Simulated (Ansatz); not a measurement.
TiSi5, relaxed as a triplet with UKS r2SCAN-D4/def2-SVP in Ansatz, starting from the r2SCAN-D4/def2-SVP geometry of the neutral singlet. Force threshold 0.02 eV/Å.

The relaxation made no stability test and no search for a lower SCF solution. At r2SCAN-D4/def2-SVP a singlet of charge 0 lies 0.25 eV below the triplet, each at its own geometry. The structure comes from a short search, and lower isomers may exist.

Start:

```csv
atom,x (Å),y (Å),z (Å)
Ti1,1.229,-1.266,-0.615
Si2,-0.746,-0.646,0.841
Si3,-0.751,1.733,1.201
Si4,-1.051,-1.223,-1.451
Si5,1.384,0.515,0.969
Si6,-0.064,0.886,-0.945
```

**Question.** Estimate the energy that the relaxation releases and the steps that it takes.

**Answer.** 19.9 kJ/mol, in 6 steps; 2.1 min on 4 threads of Arm Neoverse V1 on a shared host. No frequencies were taken in this run, so the end may be a saddle point.

**Question.** Does the start keep its bonding?

**Answer.** By distances, no bond broke or formed. The bond that changes most is Si2–Si6, from 2.45 to 2.61 Å (atoms count from 1).

**Question.** Predict the relaxed structure.

**Answer.** 
```tsv
atom	x (Å)	y (Å)	z (Å)
Ti1	1.294	-1.327	-0.617
Si2	-0.716	-0.698	0.903
Si3	-0.811	1.647	1.117
Si4	-1.131	-1.103	-1.386
Si5	1.375	0.544	0.984
Si6	-0.011	0.938	-1.001
```
Bond lengths: 8 × Si–Si 2.36 to 2.61 Å; 4 × Si–Ti 2.46 to 2.64 Å.
